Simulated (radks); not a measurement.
Results of a calculation; reference values are marked as such.
Question: Code: a radial shooting solver on a logarithmic mesh with Libxc functionals. Model: scalar-relativistic Kohn-Sham, PBE, spin-polarised, spherical densities, finite nucleus; open shells are filled with parallel spins first (spin-orbit coupling, left out, can overturn this in heavy ions); Fermi nuclear charge, rms radius of each element as measured or else 0.836 A^(1/3) + 0.57 fm. Each species is in its NIST ground configuration. Rank Cd, Hg, Zn by radius at which the density is 0.001 e/bohr^3 (bohr), largest first.

Answer: Cd 4.38, Hg 4.31, Zn 4.19.
